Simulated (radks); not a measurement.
The numbers below are computed, except where a source is named.
Numerical settings for neutral molybdenum, [Kr] 4d5 5s1. Code: a radial shooting solver on a logarithmic mesh with Libxc functionals. Model: Dirac Kohn-Sham, PBE, spin-unpolarised, spherical densities, point nucleus; open shells fill j = l - 1/2 first. The defaults (mesh step 0.008 in ln r, mesh end at 40 bohr or more with all orbitals vanishing there, Anderson mixing 0.5 over 9 steps, residual threshold near 1e-9 with the energy settled to 1e-9 hartree or 1e-11 of itself, here a cap of 85 iterations) give E = -4049.2171 hartree and 4d5/2 at -3.609 eV in 14 iterations. Run on one thread of a shared host, so times are rough (Arm Neoverse V2): 0.12 s of CPU time, 0.12 s wall, 14 iterations on 2725 mesh points. Changes against that run (0 stands for a change within the tolerance of the run):

| setting | iterations | converged | E (mhartree) | e(4d5/2) (meV) | CPU (s) |
|---|---|---|---|---|---|
| mesh step in ln r 0.05 | 14 | yes | +0.00661 | -0.00462 | 0.03 |
| mesh step in ln r 0.12 | 2 | no | diverged | - | 0.03 |
| mesh step in ln r 0.005 | 14 | yes | 0 | 0 | 0.19 |
| mesh end (bohr) 2 | 13 | level above zero | +1.37e+04 | +6.71e+04 | 0.08 |
| mesh end (bohr) 400 | 14 | yes | 0 | 0 | 0.12 |
| residual threshold 0.01 | 9 | yes | 0 | +1.68 | 0.09 |
| residual threshold 1e-05 | 11 | yes | 0 | +0.241 | 0.11 |
| mixing 0.01 | 41 | yes | 0 | 0 | 0.3 |
| linear mixing, mixing 0.05 | 85 | no | +0.0104 | -36.7 | 0.59 |
| linear mixing, mixing 0.5 | 30 | yes | 0 | 0 | 0.2 |
| mixing history 20 | 18 | yes | 0 | 0 | 0.14 |
| iteration cap 5 | 5 | no | +0.0808 | +93.2 | 0.06 |

Settled on a wrong energy, with an occupied level pushed above zero by the early mesh end: mesh end (bohr) 2 (+13.7 hartree). Apart from these: no run marked as converged misses the energy by more than 1 mhartree. A mesh that ends early acts as a hard wall.
